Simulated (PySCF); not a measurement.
C2H8ClGeP.
Cartesian coordinates in Å at the PBE0-D3(BJ)/def2-SVP level; atoms count from 1:
```
atom  x, y, z in Å
P1     1.9718    1.0063   -0.5840
Ge2    0.7834   -0.9283   -0.0493
C3    -0.9696   -0.3618    0.6503
C4    -1.6419    0.7303   -0.1516
Cl5   -1.9643    0.2125   -1.8375
H6     2.4861    1.1718    0.7400
H7     3.1224    0.2868   -1.0313
H8     1.4972   -1.7587    1.0390
H9     0.6439   -1.7813   -1.3206
H10   -1.6216   -1.2478    0.7127
H11   -0.8138   -0.0019    1.6816
H12   -2.6130    1.0167    0.2770
H13   -1.0144    1.6312   -0.2221
```

Level of theory: PBE0-D3(BJ)/def2-SVP geometry optimisation, gas phase in PySCF.

Masses are those of the commonest isotopes; rigid-rotor values at the optimised geometry. The values belong to one conformer with, in the numbering `[PH2:1][GeH2:2][CH2:3][CH2:4][Cl:5]`, H–P1–Ge2–C3 86° and 180°, P1–Ge2–C3–C4 45°, Ge2–C3–C4–Cl5 61°.

Problem. What are A, B and C (MHz)?

Solution. Ia = 190.48, Ib = 456.15, Ic = 537.65 u·Å²; 505379 MHz·u·Å²/I gives A = 2653, B = 1108, C = 940.0 MHz.

Problem. Classify the top.

Solution. An asymmetric top; Ray's κ = -0.804.

Problem. Is it planar, by Δ = Ic − Ia − Ib?

Solution. Not planar: Δ = Ic − Ia − Ib = -108.98 u·Å². For a rigid frame Δ = −2 Σ m c², so Σ m c² = 54.49 u·Å² lies off the ab plane: 14.79 from hydrogen and 39.70 from heavier atoms. The atom farthest from that plane is 2.00 Å away.

Problem. Give the other two planar moments, Paa and Pbb, and the rms extents of the mass along the axes.

Solution. Paa = Σ m a² = (Ib + Ic − Ia)/2 = 401.65 and Pbb = Σ m b² = (Ia + Ic − Ib)/2 = 135.99 u·Å². With the mass M = 171.93 u, the rms extents √(P/M) along a, b and c are 1.53, 0.89, 0.56 Å.

Problem. Where do the levels up to J = 5 lie, in K?

Solution. Above 0(0,0), as E/k:
J = 1: 1(0,1) 0.098, 1(1,1) 0.172, 1(1,0) 0.181
J = 2: 2(0,2) 0.294, 2(1,2) 0.361, 2(1,1) 0.385, 2(2,1) 0.608, 2(2,0) 0.608
J = 3: 3(0,3) 0.587, 3(1,3) 0.643, 3(1,2) 0.692, 3(2,2) 0.902, 3(2,1) 0.906, 3(3,1) 1.294, 3(3,0) 1.294
J = 4: 4(0,4) 0.974, 4(1,4) 1.019, 4(1,3) 1.100, 4(2,3) 1.295, 4(2,2) 1.304, 4(3,2) 1.688, 4(3,1) 1.688, 4(4,1) 2.234, 4(4,0) 2.234
J = 5: 5(0,5) 1.454, 5(1,5) 1.488, 5(1,4) 1.608, 5(2,4) 1.785, 5(2,3) 1.806, 5(3,3) 2.181, 5(3,2) 2.182, 5(4,2) 2.727, 5(4,1) 2.727, 5(5,1) 3.430, 5(5,0) 3.430
The levels of one J sum to (2J + 1)J(J + 1)(A + B + C)/3.

Problem. Which types of transition are allowed, and where do some lines up to J = 3 fall?

Solution. The dipole components are |μa| = 0.80 D, |μb| = 1.25 D, |μc| = 1.70 D. The squared components, which scale the intensities, stand as 0.22 : 0.54 : 1.00 (a : b : c). Some lines, for components of 0.1 D or more:

```
type  branch         J(Ka,Kc)    MHz  lower level (cm⁻¹)
   c       Q  3(1,3) ← 3(0,3)   1182               0.408
   c       Q  1(1,1) ← 1(0,1)   1545               0.068
   b       Q  2(1,1) ← 2(0,2)   1894               0.205
   a       R  1(0,1) ← 0(0,0)   2048               0.000
   b       R  2(0,2) ← 1(1,1)   2538               0.120
   b       R  1(1,1) ← 0(0,0)   3593               0.000
   c       R  1(1,0) ← 0(0,0)   3761               0.000
   c       Q  2(2,1) ← 2(1,1)   4636               0.268
   b       Q  3(2,2) ← 3(1,3)   5399               0.447
   a       R  3(1,3) ← 2(1,2)   5884               0.251
   a       R  3(2,1) ← 2(2,0)   6195               0.423
   a       R  3(1,2) ← 2(1,1)   6387               0.268
   b       R  3(1,3) ← 2(0,2)   7274               0.205
   c       Q  3(3,1) ← 3(2,1)   8089               0.629
   c       R  2(2,0) ← 1(1,0)   8912               0.125
   c       R  2(2,1) ← 1(1,1)   9067               0.120
   b       R  3(2,2) ← 2(1,1)  10779               0.268
   c       R  3(2,2) ← 2(1,2)  11283               0.251
```

Problem. Estimate the classical rotational partition function at 25 K, 100 K and 298.15 K.

Solution. Point group C1, symmetry number σ = 1; q = (√π/σ)·√((kT/h)³/(ABC)), k/h = 20836.6 MHz/K: 12700 at 25 K, 101000 at 100 K, 522000 at 298.15 K.

PBE0-D3(BJ)/def2-SVP frequencies: not computed here. Zero-point vibration and centrifugal distortion are left out. Quadrupole hyperfine structure (35Cl) is left out.
